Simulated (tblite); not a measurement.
Compound: CH₉F₃GeSi₃.
Bonds: F1–C2, C2–F3, C2–F4, C2–Ge5, Ge5–Si6, Si6–Si7, Si7–Si8. Hydrogens: H9, H10 on Ge5; H11, H12 on Si6; H13, H14 on Si7; H15, H16, H17 on Si8.

Computed with GFN2-xTB (tblite), gas phase: L-BFGS steps from a force-field or distance-geometry start until the largest atomic force falls under 0.01 eV/Å.

The end geometry, which sets the zero of energy:
```
atom  x, y, z in Å
F1      3.1251   -0.1129   -1.8012
C2      2.2658   -0.0252   -0.7732
F3      3.0173    0.1978    0.3313
F4      1.5654    1.1233   -0.9644
Ge5     1.0479   -1.6046   -0.5586
Si6    -0.2083   -1.1972    1.4105
Si7    -1.1504    0.9386    1.3009
Si8    -2.1861    1.3967   -0.7312
H9      2.0575   -2.7228   -0.7062
H10     0.3987   -1.5901   -1.9262
H11    -1.1858   -2.2929    1.4433
H12     0.7294   -1.5051    2.4980
H13    -0.0973    1.9134    1.6191
H14    -2.0814    1.0452    2.4390
H15    -3.2643    0.4296   -0.9719
H16    -1.2490    1.2894   -1.8490
H17    -2.7916    2.7287   -0.7701
```

Problem. These geometries come from the run, each turned onto the end geometry. Order them by energy, lowest first.
A.
```
atom  x, y, z in Å
F1      3.1879   -0.1465   -1.7725
C2      2.3487   -0.0358   -0.7296
F3      3.1261    0.0890    0.3716
F4      1.7314    1.1658   -0.8674
Ge5     1.0253   -1.5366   -0.5779
Si6    -0.2258   -1.1647    1.3998
Si7    -1.1438    0.9808    1.3016
Si8    -2.2385    1.3279   -0.7144
H9      1.9561   -2.7083   -0.8094
H10     0.3644   -1.3991   -1.9331
H11    -1.2365   -2.2317    1.3886
H12     0.6938   -1.5372    2.4827
H13    -0.0710    1.9541    1.5405
H14    -2.0351    1.1305    2.4642
H15    -3.2794    0.3091   -0.8908
H16    -1.3115    1.1872   -1.8371
H17    -2.8991    2.6273   -0.8265
```
B.
```
atom  x, y, z in Å
F1      3.1648   -0.1061   -1.7604
C2      2.3110   -0.0462   -0.7261
F3      3.0707    0.0987    0.3859
F4      1.6433    1.1307   -0.8554
Ge5     1.0389   -1.5887   -0.5792
Si6    -0.2034   -1.1781    1.3971
Si7    -1.1341    0.9642    1.2793
Si8    -2.2308    1.3654   -0.7334
H9      2.0041   -2.7368   -0.7850
H10     0.3802   -1.4845   -1.9381
H11    -1.1876   -2.2678    1.4325
H12     0.7353   -1.4920    2.4816
H13    -0.0740    1.9468    1.5444
H14    -2.0378    1.0966    2.4361
H15    -3.2917    0.3698   -0.9318
H16    -1.3246    1.2593   -1.8775
H17    -2.8713    2.6807   -0.7799
```
C.
```
atom  x, y, z in Å
F1      3.2277   -0.1637   -1.8188
C2      2.3839    0.0453   -0.7423
F3      3.1496    0.0489    0.4299
F4      1.7360    1.2583   -0.8798
Ge5     1.0801   -1.3974   -0.6358
Si6    -0.2214   -1.1462    1.2522
Si7    -1.1122    0.9009    1.2610
Si8    -2.1849    1.2300   -0.6577
H9      1.8171   -2.7644   -0.5891
H10     0.1673   -1.3394   -1.8922
H11    -1.2919   -2.1528    1.2454
H12     0.6166   -1.3218    2.4527
H13    -0.0489    1.8992    1.4099
H14    -2.0484    1.0191    2.3862
H15    -3.2445    0.2156   -0.8075
H16    -1.2398    1.1112   -1.7627
H17    -2.7937    2.5691   -0.6613
```
D.
```
atom  x, y, z in Å
F1      3.2163   -0.1289   -1.7786
C2      2.3936    0.0317   -0.7459
F3      3.1289    0.0708    0.3731
F4      1.7844    1.2272   -0.8741
Ge5     1.0380   -1.4467   -0.6319
Si6    -0.2142   -1.1720    1.2830
Si7    -1.1120    0.9295    1.2930
Si8    -2.2129    1.2451   -0.6876
H9      1.8179   -2.7408   -0.6101
H10     0.1975   -1.3424   -1.8859
H11    -1.2850   -2.1592    1.2461
H12     0.6172   -1.3356    2.4517
H13    -0.0469    1.9062    1.4203
H14    -2.0461    1.0258    2.3963
H15    -3.2435    0.2215   -0.8152
H16    -1.2430    1.1124   -1.7726
H17    -2.7973    2.5673   -0.6716
```
E.
```
atom  x, y, z in Å
F1      3.2116   -0.1426   -1.7819
C2      2.3650   -0.0239   -0.7465
F3      3.1335    0.0715    0.3647
F4      1.7716    1.1903   -0.8794
Ge5     1.0116   -1.5008   -0.5832
Si6    -0.2332   -1.1595    1.3970
Si7    -1.1463    0.9826    1.3213
Si8    -2.2335    1.3010   -0.7093
H9      1.9085   -2.6971   -0.7990
H10     0.3526   -1.3861   -1.9392
H11    -1.2325   -2.2358    1.3519
H12     0.6518   -1.5351    2.5059
H13    -0.0744    1.9630    1.5472
H14    -2.0216    1.1507    2.4959
H15    -3.2723    0.2766   -0.8937
H16    -1.3110    1.1514   -1.8394
H17    -2.8886    2.6056   -0.8223
```

Solution. B (0.002 eV), A (0.007 eV), E (0.013 eV), D (0.317 eV), C (0.675 eV).

In the order of the answer:

| step | E above end (eV) | largest force (eV/Å) | rms force component (eV/Å) | rms distance from end (Å) | rms bond change (Å) | bond most changed (Å) |
| --- | --- | --- | --- | --- | --- | --- |
| 53 | 0.002 | 0.02 | 0.005 | 0.078 | 0.001 | Si6–Si7 +0.002 |
| 33 | 0.007 | 0.06 | 0.017 | 0.120 | 0.002 | Si7–Si8 -0.006 |
| 16 | 0.013 | 0.09 | 0.030 | 0.140 | 0.003 | Ge5–Si6 -0.007 |
| 2 | 0.317 | 1.17 | 0.266 | 0.198 | 0.027 | Ge5–Si6 -0.067 |
| 0 | 0.675 | 1.87 | 0.624 | 0.212 | 0.048 | Si6–Si7 -0.104 |

The cost below is that of the whole relaxation. The run took 1.5 s wall on Arm Neoverse N1, one thread, no GPU, on a shared host.
